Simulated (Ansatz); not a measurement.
Reaction (redistribution): `CO[SiH2][SiH2]O` + `NBO[SiH3]` → `O[SiH2]BO[SiH3]` + `CO[SiH2]N`

Gas-phase electronic energies from Ansatz, PBE0-D4/def2-TZVP geometries. CBS: MP2 limit from def2 TZ/QZ plus the TZ coupled-cluster correction, frozen cores. This one scheme is used for every species. Functionals use def2-TZVPP. B3LYP here is the variant with VWN-RPA as its local correlation; programs differ in this. Each species was taken in one conformer, which may not be the lowest.

`CO[SiH2][SiH2]O`:

Z-matrix (Å, degrees):
```
C
O 1 1.411
H 1 1.096 2 111.2
H 1 1.091 2 108.5 3 -119.4
H 1 1.096 2 111.2 3 121.3
Si 2 1.660 1 122.7 3 -60.7
Si 6 2.353 2 99.1 1 179.8
H 6 1.493 2 110.1 1 -58.7
H 6 1.493 2 110.0 1 58.5
O 7 1.652 6 104.1 2 -2.6
H 7 1.488 6 112.5 2 -121.9
H 7 1.489 6 112.2 2 116.9
H 10 0.962 7 113.3 6 2.5
```

`NBO[SiH3]`:

```xyz
10

N     0.206    2.143    0.135
B    -0.359    0.870    0.051
O     0.461   -0.226   -0.012
Si    0.158   -1.836   -0.114
H    -0.347    2.978    0.185
H     1.201    2.295    0.152
H    -1.555    0.749    0.036
H     0.781   -2.364   -1.353
H     0.761   -2.514    1.061
H    -1.306   -2.096   -0.142
```

`O[SiH2]BO[SiH3]`:

Cartesian coordinates in Å:
```
O 2.969 1.251 0.489
Si 2.030 -0.049 0.070
B 0.043 0.379 0.039
O -0.837 -0.642 -0.037
Si -2.496 -0.692 -0.100
H 2.800 2.077 0.035
H 2.422 -0.579 -1.275
H 2.352 -1.100 1.072
H -0.389 1.511 0.066
H -2.880 -1.377 -1.357
H -3.042 0.688 -0.072
H -2.972 -1.467 1.069
```

`CO[SiH2]N`:

```xyz
11

C    -0.771   -0.809    1.321
O     0.242   -1.075    0.383
Si    0.430   -0.196   -0.995
N     0.788    1.460   -0.799
H    -0.632    0.170    1.796
H    -1.767   -0.831    0.859
H    -0.735   -1.577    2.096
H    -0.841   -0.227   -1.769
H     1.554   -0.876   -1.676
H     0.072    2.166   -0.786
H     1.662    1.795   -0.431
```

| level | ΔE (kJ/mol) | difference from CCSD(T)/CBS |
| --- | --- | --- |
| PBE-D4 | 89.3 | 13.0 |
| r2SCAN-D4 | 85.8 | 9.5 |
| B3LYP-D4 | 82.6 | 6.3 |
| r2SCAN | 85.6 | 9.3 |
| HF/def2-TZVPP | 72.3 | -4.0 |
| SCS-MP2/def2-TZVPP | 74.1 | -2.2 |
| CCSD(T)/def2-TZVPP | 77.4 | 1.1 |
| HF/def2-QZVPP | 70.8 | -5.5 |
| MP2/def2-QZVPP | 75.7 | -0.6 |
| MP2/CBS(def2) | 75.7 | -0.6 |
| CCSD(T)/CBS | 76.3 | 0 |

Largest T1 diagnostic among the species: 0.013.

In def2-TZVPP, CCSD(T) changes the Hartree–Fock value by +5.2 kJ/mol (the triples alone add +1.3 kJ/mol) and MP2 by +4.6 kJ/mol.

CCSD(T)/CBS has its own doubt, a few kJ/mol and more with outer-core shells, so smaller differences from it don't rank the levels.
